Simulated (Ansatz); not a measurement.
Geometry optimisation, Ansatz, RHF/def2-SVP.

Input file:

```yaml
crystal:
  periodic: [false, false, false]
  atoms:
    - { symbol: Si, position_ang: [0.227785, 0.027607, -0.030304] }
    - { symbol: H, position_ang: [0.212347, -0.159178, 1.41672] }
    - { symbol: H, position_ang: [1.575669, 0.052613, -0.600333] }
    - { symbol: F, position_ang: [-0.4834, 1.408579, -0.409264] }
    - { symbol: F, position_ang: [-0.576111, -1.158014, -0.740307] }
    - { symbol: "N", position_ang: [-2.479783, -0.057173, 1.339433] }
    - { symbol: H, position_ang: [-2.569171, -0.75364, 0.623231] }
    - { symbol: H, position_ang: [-2.454792, 0.852099, 0.916897] }
    - { symbol: H, position_ang: [-1.607643, -0.212893, 1.852628] }
basis:
  gaussian: { orbitals: def2-SVP }
hamiltonian:
  xc: hf
relax:
  f_tol: 0.03
  max_steps: 50
output:
  orbitals: {}
```

Run as:

```bash
$ ansatz run input.yaml --threads 1 --pin off --max-ram 2048MiB --backend cpu --events-out ev --progress --plain --runs-dir out
```

Problem. Where does it end, and by what steps?

Solution. It converged. After 6 steps the energy has fallen by 0.235 eV; H9 moved furthest, 0.71 Å.

```tsv
step	energy less start (eV)	largest force component (eV/Å)	accepted
0	0.0000	1.281	yes
1	-0.1520	0.359	yes
2	-0.1974	0.259	yes
3	-0.2152	0.240	yes
4	-0.2311	0.108	yes
5	-0.2344	0.047	yes
6	-0.2354	0.024	yes
```

```xyz
9
Properties=species:S:1:pos:R:3
Si 0.499 0.032 -0.135
H 0.733 -0.176 1.293
H 1.718 0.096 -0.940
F -0.318 1.392 -0.335
F -0.420 -1.153 -0.689
N -2.851 -0.047 1.370
H -2.676 -0.769 0.694
H -2.595 0.831 0.954
H -2.245 -0.206 2.156
```

Run time: 12 s on 1 thread of Arm Neoverse V1, on a shared host, peak memory 0.15 GiB.
